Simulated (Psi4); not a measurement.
Complex: H2S (SMILES S) (first 3 atoms) with CH3F (SMILES CF); geometry from B3LYP-D3(BJ)/def2-TZVP, rigid monomers moved along the line of their centres of mass till H3···F5 is 2.61 Å.
(charge 0, multiplicity 1):
```
atom    x (Å)    y (Å)    z (Å)
----  -------  -------  -------
S     -1.0186   0.1760  -0.2156
H      0.0616   0.8485  -0.6436
H     -0.3010  -0.5372   0.6693
C      0.1014   0.2770   3.8249
F      0.6399  -0.7846   3.0945
H      0.9224   0.8512   4.2544
H     -0.4866   0.8968   3.1482
H     -0.5294  -0.1321   4.6140
```

All values below come from SAPT0/jun-cc-pV(D+d)Z (Psi4).

**Question.** Which attractive term is largest, and how does the interaction split up?

**Answer.** electrostatics -1.97, exchange 1.14, induction -0.27, dispersion -0.65, total -1.74 kcal/mol; the largest attraction is electrostatics.
